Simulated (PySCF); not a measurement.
A PySCF script (with the pyscf-properties extension) for the NMR shieldings of SMILES B(F)(F)[C@]12C[C@](O[SiH3])(C1)C2, C5H9BF2OSi, on a PBE0-D3(BJ)/def2-SVP geometry:

```python
import basis_set_exchange as bse
import numpy as np
from pyscf import gto, dft
from pyscf.prop import nmr

atoms = """
F    -3.557291    0.382088    1.146364
B    -2.847578    0.564326    0.049254
F    -3.463734    1.140183   -0.966233
C    -1.360439    0.137967   -0.059168
C    -0.158053    1.093926   -0.324875
C     0.428897   -0.334217   -0.254367
O     1.734194   -0.712874   -0.435905
Si    3.000347   -0.192759    0.527738
C    -0.735111   -0.797453   -1.138895
C    -0.468018   -0.583460    0.980106
H     0.095908    1.786138    0.493514
H    -0.137218    1.590855   -1.306550
H     4.223941   -0.828323   -0.026334
H     2.793694   -0.610149    1.948029
H     3.121760    1.296692    0.480406
H    -0.749729   -0.426038   -2.174414
H    -1.010483   -1.861360   -1.076290
H    -0.233203   -0.018192    1.895819
H    -0.721314   -1.631319    1.201880
"""
names = dict.fromkeys(["F", "B", "C", "O", "Si", "H"], "pcSseg-1")
basis = {el: gto.basis.parse(bse.get_basis(n, elements=[el], fmt="nwchem")) for el, n in names.items()}
mol = gto.M(atom=atoms, basis=basis, charge=0, verbose=0)
mf = dft.RKS(mol, xc="PBE0")
mf.grids.level = 2
mf.grids.alignment = dft.numint.BLKSIZE   # the property module wants whole blocks of grid points
mf.conv_tol = 1e-9
mf.kernel()

calc = nmr.RKS(mf)   # GIAO
C = mf.mo_coeff
Co = C[:, mf.mo_occ > 0]
resp = mf.gen_response(singlet=True, hermi=2)
def vind(x):   # induced exchange potential for any number of trial vectors
    d = np.einsum("pi,xij,qj->xpq", C, 2 * x.reshape(-1, C.shape[1], Co.shape[1]), Co, optimize=True)
    return np.einsum("xpq,pi,qj->xij", resp(d - d.transpose(0, 2, 1)), C, Co, optimize=True).ravel()
mo1, _ = nmr.rhf.solve_mo1(calc, with_cphf=vind)
sigma = calc.kernel(mo1)
for i, s in enumerate(sigma):   # ppm
    print("%2d %-2s %9.2f" % (i, mol.atom_pure_symbol(i), np.trace(s) / 3))
```

Q: What does it print?

A: 
```
 0 F     242.14
 1 B      73.39
 2 F     246.83
 3 C     172.28
 4 C     127.45
 5 C     119.88
 6 O     266.17
 7 Si    390.10
 8 C     126.24
 9 C     131.78
10 H      29.28
11 H      29.42
12 H      26.59
13 H      26.44
14 H      26.45
15 H      29.26
16 H      29.34
17 H      29.38
18 H      29.60
```

These numbers come from an equivalent density-fitted implementation of the same equations, which agrees with the script to about 0.01 ppm for H and up to a few tenths of a ppm for heavy atoms, so last digits may differ.

Size and cost of the density-fitted run: 222 basis functions, 110 s wall time on 1 thread of an Intel Xeon, shared host; peak memory 1.1 GiB.
